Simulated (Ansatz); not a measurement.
Nudged elastic band run: C2H8Sn

Input:

```yaml
crystal:
  periodic: [false, false, false]
  atoms:
    - { symbol: Sn, position_ang: [0.096874, -0.074896, 0.30521] }
    - { symbol: H, position_ang: [-0.453837, -0.306367, 1.918367] }
    - { symbol: C, position_ang: [2.240599, 0.124252, 0.291243] }
    - { symbol: H, position_ang: [2.714043, -0.783705, 0.690572] }
    - { symbol: H, position_ang: [2.595028, 0.284601, -0.737089] }
    - { symbol: H, position_ang: [2.544636, 0.982098, 0.907993] }
    - { symbol: C, position_ang: [-0.806191, 1.696563, -0.520587] }
    - { symbol: H, position_ang: [-1.894668, 1.569474, -0.604914] }
    - { symbol: H, position_ang: [-0.600574, 2.561569, 0.126093] }
    - { symbol: H, position_ang: [-0.395241, 1.896819, -1.520548] }
    - { symbol: H, position_ang: [-0.359669, -1.444906, -0.63024] }
basis:
  gaussian: { orbitals: def2-SVP }
hamiltonian:
  xc: pbe0
  dispersion: d4
neb:
  order_check: false
  images: 1
  f_tol: 0.03
  max_iterations: 60
  climbing: false
  final_atoms:
    - { symbol: Sn, position_ang: [-0.99954096, -0.40730748, 0.31809062] }
    - { symbol: H, position_ang: [1.43959832, 0.07403095, 1.53574429] }
    - { symbol: C, position_ang: [2.163529, 0.07333203, 0.70403621] }
    - { symbol: H, position_ang: [3.02729034, -0.5332777, 1.00633181] }
    - { symbol: H, position_ang: [1.73590322, -0.36205445, -0.21336517] }
    - { symbol: H, position_ang: [2.47274253, 1.10705647, 0.50041221] }
    - { symbol: C, position_ang: [-0.92548014, 1.64991223, -0.47691781] }
    - { symbol: H, position_ang: [-1.71217849, 1.74857568, -1.24486021] }
    - { symbol: H, position_ang: [-1.10332021, 2.40165698, 0.30537325] }
    - { symbol: H, position_ang: [0.03789705, 1.8521117, -0.96980889] }
    - { symbol: H, position_ang: [-0.45544066, -1.09853441, -1.23893631] }
  initial_path:
    images:
      - { positions_ang: [[0.096874, -0.074896, 0.30521], [-0.453837, -0.306367, 1.918367], [2.240599, 0.124252, 0.291243], [2.714043, -0.783705, 0.690572], [2.595028, 0.284601, -0.737089], [2.544636, 0.982098, 0.907993], [-0.806191, 1.696563, -0.520587], [-1.894668, 1.569474, -0.604914], [-0.600574, 2.561569, 0.126093], [-0.395241, 1.896819, -1.520548], [-0.359669, -1.444906, -0.63024]] }
      - { positions_ang: [[0.00476988, -0.00428637, 0.00512724], [1.05702866, 0.01271275, 1.63478651], [2.25273891, 0.01760727, 0.6900827], [2.60836011, -1.02647737, 0.56588318], [2.29304621, 0.54051592, -0.28821226], [2.903294, 0.54539999, 1.41817046], [-1.02496671, 1.73806659, -0.71583241], [-2.07652415, 1.47463444, -0.95458586], [-1.00995271, 2.52695284, 0.0650306], [-0.52138851, 2.11407923, -1.63070724], [-0.80540569, -1.43370328, -0.56364292]] }
      - { positions_ang: [[-0.99954096, -0.40730748, 0.31809062], [1.43959832, 0.07403095, 1.53574429], [2.163529, 0.07333203, 0.70403621], [3.02729034, -0.5332777, 1.00633181], [1.73590322, -0.36205445, -0.21336517], [2.47274253, 1.10705647, 0.50041221], [-0.92548014, 1.64991223, -0.47691781], [-1.71217849, 1.74857568, -1.24486021], [-1.10332021, 2.40165698, 0.30537325], [0.03789705, 1.8521117, -0.96980889], [-0.45544066, -1.09853441, -1.23893631]] }
```

Launched with:

```bash
$ ansatz run input.yaml --threads 2 --pin off --max-ram 3072MiB --backend cpu --events-out ev --progress --plain --runs-dir out
```

Output, in part (warnings, iteration lines, the closing report on the highest movable image, with atoms numbered from 0):

```
NEB end point (image 0): max|allowed force component| = 4.757e-3 eV/Å (the criterion of neb.relax_end_points is 1.000e-2)
NEB end point (image 2): max|allowed force component| = 2.137e-2 eV/Å (the criterion of neb.relax_end_points is 1.000e-2)
NEB iter   1: max|band force component| = 2.599e0 eV/Å  barrier→ = 4.3749 eV  barrier← = 3.9977 eV  Δτ_max = 0.1946 Å  (79 SCF iters)
NEB iter   2: max|band force component| = 3.191e0 eV/Å  barrier→ = 3.5165 eV  barrier← = 3.1393 eV  Δτ_max = 0.1970 Å  (33 SCF iters)
NEB iter   3: max|band force component| = 2.339e0 eV/Å  barrier→ = 2.9926 eV  barrier← = 2.6154 eV  Δτ_max = 0.1918 Å  (30 SCF iters)
NEB iter   4: max|band force component| = 1.010e0 eV/Å  barrier→ = 2.6038 eV  barrier← = 2.2267 eV  Δτ_max = 0.1995 Å  (29 SCF iters)
NEB iter   5: max|band force component| = 1.057e0 eV/Å  barrier→ = 2.2193 eV  barrier← = 1.8421 eV  Δτ_max = 0.1000 Å  (29 SCF iters)
NEB iter   6: max|band force component| = 9.023e-1 eV/Å  barrier→ = 2.0223 eV  barrier← = 1.6451 eV  Δτ_max = 0.1014 Å  (28 SCF iters)
NEB iter   7: max|band force component| = 1.035e0 eV/Å  barrier→ = 1.6521 eV  barrier← = 1.2750 eV  Δτ_max = 0.2000 Å  (28 SCF iters)
NEB iter   8: max|band force component| = 2.900e0 eV/Å  barrier→ = 1.2389 eV  barrier← = 0.8618 eV  Δτ_max = 0.1002 Å  (28 SCF iters)
NEB iter   9: max|band force component| = 1.001e0 eV/Å  barrier→ = 0.9071 eV  barrier← = 0.5300 eV  Δτ_max = 0.2000 Å  (28 SCF iters)
NEB iter  10: max|band force component| = 6.410e-1 eV/Å  barrier→ = 0.6263 eV  barrier← = 0.2492 eV  Δτ_max = 0.1976 Å  (27 SCF iters)
NEB iter  11: max|band force component| = 3.557e-1 eV/Å  barrier→ = 0.4973 eV  barrier← = 0.1202 eV  Δτ_max = 0.1952 Å  (27 SCF iters)
NEB iter  12: max|band force component| = 4.145e-1 eV/Å  barrier→ = 0.4641 eV  barrier← = 0.0869 eV  Δτ_max = 0.1012 Å  (28 SCF iters)
NEB iter  13: max|band force component| = 1.729e-1 eV/Å  barrier→ = 0.4262 eV  barrier← = 0.0490 eV  Δτ_max = 0.2000 Å  (28 SCF iters)
NEB iter  14: max|band force component| = 1.597e-1 eV/Å  barrier→ = 0.4172 eV  barrier← = 0.0400 eV  Δτ_max = 0.2000 Å  (26 SCF iters)
NEB iter  15: max|band force component| = 3.112e-1 eV/Å  barrier→ = 0.4130 eV  barrier← = 0.0358 eV  Δτ_max = 0.1003 Å  (26 SCF iters)
NEB iter  16: max|band force component| = 3.497e-1 eV/Å  barrier→ = 0.4110 eV  barrier← = 0.0338 eV  Δτ_max = 0.0502 Å  (27 SCF iters)
NEB iter  17: max|band force component| = 1.955e-1 eV/Å  barrier→ = 0.4052 eV  barrier← = 0.0281 eV  Δτ_max = 0.0502 Å  (28 SCF iters)
NEB iter  18: max|band force component| = 3.103e-2 eV/Å  barrier→ = 0.4026 eV  barrier← = 0.0255 eV  Δτ_max = 0.0846 Å  (28 SCF iters)
NEB iter  19: max|band force component| = 7.566e-2 eV/Å  barrier→ = 0.4013 eV  barrier← = 0.0241 eV  Δτ_max = 0.0422 Å  (28 SCF iters)
NEB iter  20: max|band force component| = 1.148e-1 eV/Å  barrier→ = 0.4016 eV  barrier← = 0.0244 eV  Δτ_max = 0.0210 Å  (28 SCF iters)
NEB iter  21: max|band force component| = 6.610e-2 eV/Å  barrier→ = 0.3995 eV  barrier← = 0.0223 eV  Δτ_max = 0.0211 Å  (28 SCF iters)
NEB iter  22: max|band force component| = 1.879e-2 eV/Å  barrier→ = 0.3991 eV  barrier← = 0.0219 eV  Δτ_max = 0.0000 Å  (56 SCF iters)
Total energy: -8030.89491177 eV, -295.1299444715 hartree
Atom 0 at    -0.974220    -0.399495     0.480634 Å, force    -0.002367    -0.003218     0.002956 eV/Å
Atom 1 at     1.432478     0.571161     1.633611 Å, force    -0.001084    -0.006539     0.004011 eV/Å
Atom 2 at     2.176015     0.337902     0.855495 Å, force    -0.005387    -0.009373    -0.018170 eV/Å
Atom 3 at     1.764372    -0.322590     0.075493 Å, force    -0.011852     0.009629     0.000348 eV/Å
Atom 4 at     2.509334     1.273003     0.387817 Å, force     0.005963     0.007790    -0.000841 eV/Å
Atom 5 at     3.022489    -0.176025     1.328315 Å, force     0.007944     0.006397     0.018256 eV/Å
Atom 6 at    -1.004737     1.412438    -0.785653 Å, force     0.006633    -0.004365     0.009067 eV/Å
Atom 7 at    -1.896320     2.017794    -0.561235 Å, force    -0.000328     0.003744     0.004972 eV/Å
Atom 8 at    -0.122764     2.024354    -0.529308 Å, force     0.006965    -0.003777    -0.009509 eV/Å
Atom 9 at    -0.968132     1.188911    -1.860721 Å, force    -0.005395     0.000845    -0.005849 eV/Å
Atom 10 at    -0.257515    -1.421951    -0.798348 Å, force    -0.001093    -0.001133    -0.005239 eV/Å
Dipole moment:     0.108388     0.133708     0.046274 e Å
```

The forces met the threshold. No image climbed, so the highest image needn't sit at the top of the path. A band with more images between the same ends climbed to 2.37 eV, so this one has probably stepped over the top. So few images can step over the top or miss a turn of the path. The orbitals stay closed-shell, which can raise the energy where a bond breaks towards radicals; this wasn't checked here.

Final band (atoms are numbered from 1 in the order of the input):

```json
{"image": "0", "path coordinate (Å)": "0.00", "energy (eV)": "0.00", "Sn1–H2 (Å)": "1.72", "Sn1–C3 (Å)": "2.15", "H2–C3 (Å)": "3.18"}
{"image": "1", "path coordinate (Å)": "3.69", "energy (eV)": "0.40", "Sn1–H2 (Å)": "2.84", "Sn1–C3 (Å)": "3.26", "H2–C3 (Å)": "1.10"}
{"image": "2", "path coordinate (Å)": "7.38", "energy (eV)": "0.38", "Sn1–H2 (Å)": "2.77", "Sn1–C3 (Å)": "3.22", "H2–C3 (Å)": "1.10"}
```

The run took 53 s on 2 threads of Arm Neoverse V2 (shared host), peak memory 0.2 GiB.
